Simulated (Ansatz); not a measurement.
Compare A (`C=C1C[Se]1`) with its isomer B (`C#CC[SeH]`).

Isolated molecules relaxed with PBE0-D4/def2-TZVP in Ansatz; ΔE leaves out vibrations. CBS: MP2 limit from def2 TZ/QZ plus the TZ coupled-cluster correction, frozen cores. Functionals use def2-TZVPP. B3LYP here is the variant with VWN-RPA as its local correlation; programs differ in this. For Se outer-core shells are correlated without core-valence functions, which leaves a few kJ/mol of doubt a bond. Scalar relativity is left out up to krypton. One conformer a species, not always the lowest.

A:

```xyz
8

C    -0.032   -1.192   -0.771
C     0.116    0.018   -0.277
C    -0.100    0.866    0.870
Se    0.772    1.739   -0.690
H     0.295   -1.444   -1.771
H    -0.493   -1.969   -0.171
H    -1.103    1.226    1.077
H     0.547    0.756    1.735
```

B:

```xyz
8

C    -0.4798    0.2963   -2.0456
C    -0.2065    0.3079   -0.8772
C     0.1222    0.2972    0.5261
Se    0.2762   -1.5731    1.1382
H    -0.7227    0.2943   -3.0817
H    -0.6579    0.7853    1.1103
H     1.0750    0.7955    0.7047
H     0.5935   -1.2034    2.5253
```

Which is lower in electronic energy at CCSD(T)/CBS, and by how much? (Estimate.)

Ansatz gave: A, by 48.2 kJ/mol.

Give E(B) − E(A) in kJ/mol with ωB97M-V, LDA (SPW92), B3LYP-D4, PBE-D4, B2PLYP, HF/def2-TZVPP, r2SCAN-D4. (An estimate is asked.)

Computed: ωB97M-V 48.6, LDA (SPW92) 80.4, B3LYP-D4 50.6, PBE-D4 72.0, B2PLYP 46.7, HF/def2-TZVPP 19.7, r2SCAN-D4 66.8. None reverses the order clearly.

Does the order hold for the free energy at 298.15 K (harmonic terms from PBE0-D4)? (Estimate.)

The calculation gave: Yes: G(B) − G(A) = +34.4 kJ/mol, for one conformer each.

Largest T1 diagnostic: 0.011.

At CCSD(T), def2-SVP lies −6.1 kJ/mol from the extrapolated value and def2-TZVPP −1.9 kJ/mol. Leaving LDA and LC-ωPBE aside and taking each functional with its dispersion term where it has one, the values, not all of them listed here, spread over 27.6 kJ/mol, from BHLYP-D4 to PBE-D4. LDA lies +9.4 kJ/mol from PBE without D4.
